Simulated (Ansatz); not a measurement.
The first iterations of a band of CH3ClFNSiZn (9 atoms, charge 0, multiplicity 1).

These are results of RKS PBE0-D4/def2-SVP in Ansatz 0.2.0, not measurements.

```json
{
  "movable images": "7",
  "climbing image": "yes",
  "spring": "5.0 eV/Å²",
  "optimiser": "quadratic models (default)",
  "start path": "through a guess of the saddle point",
  "force threshold": "0.5 eV/Å",
  "iteration limit": "60",
  "end points": "relaxed"
}
```

Initial state:

```xyz
9
Properties=species:S:1:pos:R:3
N 0.484 -1.271 -0.520
C 0.283 -0.311 0.418
Zn 1.359 1.601 0.344
Si -1.516 0.485 0.376
F -1.507 0.738 -1.270
Cl -0.912 2.507 1.060
H 1.093 -2.064 -0.370
H 0.186 -1.092 -1.472
H 0.619 -0.639 1.416
```

Final state:

```xyz
9
Properties=species:S:1:pos:R:3
N 0.483 -1.263 -0.524
C 0.286 -0.313 0.423
Zn 1.368 1.600 0.361
Si -1.513 0.484 0.383
F -1.506 0.718 -1.267
Cl -0.914 2.515 1.043
H 0.172 -1.077 -1.471
H 1.087 -2.062 -0.384
H 0.625 -0.648 1.418
```

| iteration | highest image above the first end (eV) | largest band force component (eV/Å) |
| --- | --- | --- |
| 1 | 10.353 | 56.010 |
| 2 | 1.471 | 8.453 |

Question: Does the band converge within its limit, and where does its top end?

Answer: The forces met the threshold. It ended after 8 iterations with the highest image 0.621 eV above the first end. The threshold of 0.5 eV/Å is loose, so the images may lie well off the minimum-energy path. The order of the stationary point at the top wasn't checked.

The run took 2.9 min on 2 threads of Intel(R) Xeon(R) 6975P-C (Granite Rapids), with other jobs on the host, peak memory 0.36 GiB.
